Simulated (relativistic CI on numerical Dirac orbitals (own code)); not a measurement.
# Radial parameters of Nd⁴⁴⁺

Computed by Dirac-Coulomb-Breit CI, orbitals from a KLI potential per configuration, a model potential for QED, unscaled Slater integrals (own radial code, finite nucleus).

Slater integrals F^k, G^k are unscaled and averaged over j, outside the closed core [Ne]; ζ comes from projecting the Hamiltonian with its Breit term on Σ l·s of the shell.

- 3s²3p⁴: F^2(3p,3p) = 416720, ζ(3p) = 700940 cm⁻¹; <r>(3p) = 0.2362, <r^2>(3p) = 0.06449 (bohr units).
- 3s3p⁵: G^1(3s,3p) = 526260, ζ(3p) = 700740 cm⁻¹; <r>(3s) = 0.243, <r^2>(3s) = 0.06731, <r>(3p) = 0.2364, <r^2>(3p) = 0.06457 (bohr units).
- 3s²3p³3d: F^2(3p,3p) = 416380, ζ(3p) = 700200, F^2(3p,3d) = 419390, G^1(3p,3d) = 437080, G^3(3p,3d) = 295110, ζ(3d) = 95018 cm⁻¹; <r>(3p) = 0.2364, <r^2>(3p) = 0.0646, <r>(3d) = 0.2089, <r^2>(3d) = 0.05036 (bohr units).

Averages of the first 10 configurations, taken without configuration mixing, which lowers the lowest level and can move excited configurations by several eV; other configurations of the list can lie among them:

```
Configuration  Parity  States  Average energy above the lowest level (eV)
       3s²3p⁴    even      15                                        96.9
        3s3p⁵     odd      12                                       331.4
     3s²3p³3d     odd     200                                       343.7
          3p⁶    even       1                                       584.0
      3s3p⁴3d    even     300                                       570.5
        3p⁵3d     odd      60                                       815.4
     3s3p³3d²     odd    1800                                       816.6
   3s²3p²3d4p     odd     900                                      2023.0
        3p⁵4s     odd      12                                      2161.0
    3s3p³3d4s     odd     800                                      2151.8
```
